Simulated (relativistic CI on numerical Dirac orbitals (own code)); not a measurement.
**Energy levels of Yb⁴¹⁺**

Computed by Dirac-Coulomb-Breit CI, orbitals from a KLI potential per configuration, model QED, unscaled Slater integrals (own radial code, finite nucleus).

CI space (outside the closed core [Ar]): 3d10 4s, 3d10 4p, 3d10 4d, 3d10 4f, 3d10 5s, 3d10 5p, 3d10 5d, 3d10 5f, 3d10 5g, 3d10 6s, 3d10 6p, 3d10 6d, 3d9 4s2, 3d10 6f, 3d10 7s, 3d9 4s 4p, 3d10 8s, 3d9 4s 4d, 3d9 4s 4f, 3d9 4s 5s, 3d9 4s 5p, 3d9 4s 5d, 3d9 4s 5f. Double excitations out of closed p, d and f shells are left out; levels of such configurations are missing from the list, as are those of other unlisted configurations, and high levels can miss mixing partners.

The lowest level is 3d10 4s 2S_1/2, with 100 % of that term; Hund's rules for 3d10 4s give 2S with J = 1/2, in agreement.

```csv
No.,Configuration,Term,J,E (eV),%,Next component (%),Lifetime (s),jj configuration (%)
1,3d10 4s,2S,1/2,0.00,100,,,4s (100)
2,3d10 4p,2P°,1/2,87.85,100,,2.40e-11,4p1/2 (100)
3,3d10 4p,2P°,3/2,163.20,100,,3.59e-12,4p3/2 (100)
4,3d10 4d,2D,3/2,300.92,100,,1.57e-12,4d3/2 (100)
5,3d10 4d,2D,5/2,316.89,100,,3.52e-12,4d5/2 (100)
6,3d10 4f,2F°,5/2,464.16,100,,3.71e-12,4f5/2 (100)
7,3d10 4f,2F°,7/2,467.91,100,,4.58e-12,4f7/2 (100)
8,3d10 5s,2S,1/2,818.61,100,,1.51e-13,5s (100)
9,3d10 5p,2P°,1/2,861.24,100,,1.74e-13,5p1/2 (100)
10,3d10 5p,2P°,3/2,896.42,100,,2.60e-13,5p3/2 (100)
11,3d10 5d,2D,3/2,961.71,100,,2.46e-13,5d3/2 (100)
12,3d10 5d,2D,5/2,969.40,100,,2.16e-13,5d5/2 (100)
13,3d10 5f,2F°,5/2,1034.52,100,,1.27e-13,5f5/2 (100)
14,3d10 5f,2F°,7/2,1036.74,100,,1.26e-13,5f7/2 (100)
15,3d10 5g,2G,7/2,1068.88,100,,6.62e-14,5g7/2 (100)
16,3d10 5g,2G,9/2,1069.76,100,,6.66e-14,5g9/2 (100)
17,3d10 6s,2S,1/2,1225.03,100,,1.69e-13,6s (100)
18,3d10 6p,2P°,1/2,1248.71,100,,1.88e-13,6p1/2 (100)
19,3d10 6p,2P°,3/2,1268.03,100,,2.66e-13,6p3/2 (100)
20,3d10 6d,2D,3/2,1304.11,100,,2.42e-13,6d3/2 (100)
21,3d10 6d,2D,5/2,1308.42,100,,2.18e-13,6d5/2 (100)
22,3d9 4s2,2D,5/2,1326.82,100,,3.08e-10,3d5/2^5 (100)
23,3d10 6f,2F°,5/2,1343.65,100,,1.42e-13,6f5/2 (100)
24,3d10 6f,2F°,7/2,1345.00,100,,1.41e-13,6f7/2 (100)
25,3d9 4s2,2D,3/2,1377.15,100,,3.02e-10,3d3/2^3 3d5/2^6 (100)
26,3d9 4s 4p,4P°,5/2,1401.00,33,28 4D°,9.02e-10,3d5/2^5 4s 4p1/2 (100)
27,3d9 4s 4p,2F°,5/2,1407.92,42,25 4P°,6.93e-11,3d5/2^5 4s 4p1/2 (97)
28,3d9 4s 4p,4F°,7/2,1407.95,41,35 2F°,6.99e-11,3d5/2^5 4s 4p1/2 (98)
29,3d9 4s 4p,2P°,3/2,1409.26,33,30 2D°,1.57e-11,3d5/2^5 4s 4p1/2 (98)
30,3d9 4s 4p,4F°,3/2,1451.69,67,15 2D°,1.35e-12,3d3/2^3 3d5/2^6 4s 4p1/2 (100)
31,3d10 7s,2S,1/2,1456.76,100,,2.46e-13,7s (100)
32,3d9 4s 4p,4F°,5/2,1458.47,39,36 2F°,5.83e-11,3d3/2^3 3d5/2^6 4s 4p1/2 (98)
33,3d9 4s 4p,2P°,3/2,1459.55,27,21 4P°,2.57e-13,3d3/2^3 3d5/2^6 4s 4p1/2 (96)
34,3d9 4s 4p,4D°,1/2,1460.77,60,30 2P°,2.57e-13,3d3/2^3 3d5/2^6 4s 4p1/2 (98)
35,3d9 4s 4p,4F°,9/2,1475.52,100,,5.45e-07,3d5/2^5 4s 4p3/2 (100)
36,3d9 4s 4p,2D°,5/2,1479.38,45,27 4P°,1.65e-10,3d5/2^5 4s 4p3/2 (99)
37,3d9 4s 4p,2D°,3/2,1479.51,36,36 2P°,2.72e-13,3d5/2^5 4s 4p3/2 (99)
38,3d9 4s 4p,4D°,7/2,1479.98,60,29 2F°,4.26e-10,3d5/2^5 4s 4p3/2 (100)
39,3d9 4s 4p,2P°,1/2,1480.43,85,11 4P°,1.16e-13,3d5/2^5 4s 4p3/2 (99)
40,3d9 4s 4p,2F°,7/2,1495.79,80,11 4F°,2.03e-12,3d5/2^5 4s 4p3/2 (98)
41,3d9 4s 4p,2P°,3/2,1496.33,75,17 2D°,1.87e-13,3d5/2^5 4s 4p3/2 (98)
42,3d9 4s 4p,2D°,5/2,1499.14,74,16 2F°,1.92e-12,3d5/2^5 4s 4p3/2 (97)
43,3d9 4s 4p,4P°,1/2,1524.81,79,15 4D°,3.07e-12,3d3/2^3 3d5/2^6 4s 4p3/2 (100)
44,3d9 4s 4p,4D°,3/2,1528.24,45,34 4P°,1.14e-12,3d3/2^3 3d5/2^6 4s 4p3/2 (99)
45,3d9 4s 4p,2F°,7/2,1528.36,56,37 4F°,3.31e-10,3d3/2^3 3d5/2^6 4s 4p3/2 (100)
```

Energies count from the lowest computed level; ° marks odd parity; lifetimes are radiative, by E1, M1, E2, M2, E3 decay to levels of this space only. Filled j subshells are mostly left out of the jj labels.

The mean weight of the leading LS term, summed over parents, in these 45 levels is 82 %, and that of the leading jj configuration (from the same eigenvectors) 99 %, so jj coupling describes them better and the LS labels are nominal.

At this charge energies of transitions that change n are usually good to better than 1 %, and those within a shell (Δn = 0) to a few per cent.

LS names give the leading component of a level, which can be under half, so a name can repeat, a term be missing and a line seem to break the LS rules.
